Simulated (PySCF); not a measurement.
A mixed set of molecules. Computed, not measured: PySCF 2.14.0, density-fitted response routines, TDDFT B3LYP/def2-SVPD, vertical, gas phase, core orbitals frozen in the response. Geometries: PBE0-D3(BJ)/def2-SVP; one conformer of each isolated species. Triplets are in the Tamm–Dancoff approximation. 'Strongest' means the level of largest summed f among the lowest 10 singlets; it needn't be the same kind of state in each. Atoms past krypton carry core potentials; spin–orbit coupling is left out.

Question: Rank by computed HOMO energy, highest first.
A. `C=C=CC=C`
B. `C1C23CC12C3`
C. `C1=C[C@H]2C[C@@H]12`
D. `[NH]=[Mo]([Cl])([Cl])([Cl])[Cl]`

Answer: C (-6.23 eV), A (-6.50 eV), B (-7.30 eV), D (-8.30 eV).

```csv
SMILES,HOMO (eV),α (au),strongest (eV),S1 (eV),f (strongest),LUMO (eV),S1 mainly
C1=C[C@H]2C[C@@H]12,-6.23,54.1,7.78,5.02,0.06,-0.35,H→L (94%)
C=C=CC=C,-6.50,71.8,5.70,5.12,0.78,-0.99,H→L+1 (89%)
C1C23CC12C3,-7.30,51.9,7.67,7.03,0.25,0.12,H→L+1 (100%)
[NH]=[Mo]([Cl])([Cl])([Cl])[Cl],-8.30,117.8,2.85,2.22,0.09,-5.40,H→L (98%)
```

H and L stand for HOMO and LUMO.
